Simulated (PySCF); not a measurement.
Interval between two levels of Ga by level of theory

Ga [Ar] 3d10 4s2 4p1 [2P3/2, M_J = 3/2] → Ga [Ar] 3d10 4s2 5s1 [2S1/2, M_J = 1/2], as a difference of total energies. All numbers are calculated (PySCF 2.14, the two-component X2C-1e Hamiltonian, in x2c-TZVPall-2c with one added diffuse shell each of s, p, d type (7s8p5d1f, 63 functions)). Correlated levels: [Ne] frozen. "Screened" scales the spin-orbit matrix elements by Boettger's factors to mimic the two-electron term; Breit and QED terms are absent.

| method | interval between two levels (cm⁻¹) | error (cm⁻¹) |
| --- | --- | --- |
| GHF (spin-free) | 23731 | -232 |
| GMP2 (spin-free) | 25032 | +1070 |
| GHF (screened spin-orbit) | 23469 | -494 |
| GMP2 (screened spin-orbit) | 24755 | +793 |

Reference: 23962 cm⁻¹ (measured; NIST Handbook of Basic Atomic Spectroscopic Data (Sansonetti and Martin, J. Phys. Chem. Ref. Data 34, 1559 (2005))).

The spin-free rows lack the spin-orbit shift.

Errors of the correlated levels include the incompleteness of this basis and the frozen core.

The promoted electron is Rydberg-like, and one or two diffuse shells describe it only roughly, which tends to raise the upper state.
